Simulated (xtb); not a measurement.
Br2Zn (SMILES [Br][Zn][Br]), singlet, at a GFN2-xTB geometry (such geometries of metal compounds can be far from the true shape), atoms displaced at random by about 0.1 Å a coordinate.

xtb was given this input:
```
$ xtb mol.xyz --gfn 2 --opt --json

# file mol.xyz
3

Zn     0.06941340    -0.01963745    -0.07387038
Br    -0.24889560     1.63376160    -1.36196022
Br     0.23033061    -1.69464507     1.54674180
```

What is the computed total energy at the end of the optimisation (GFN2-xTB (xtb))?

-8.7987 Eh

Estimate the HOMO-LUMO gap that GFN2-xTB returns for this input.

4.79 eV
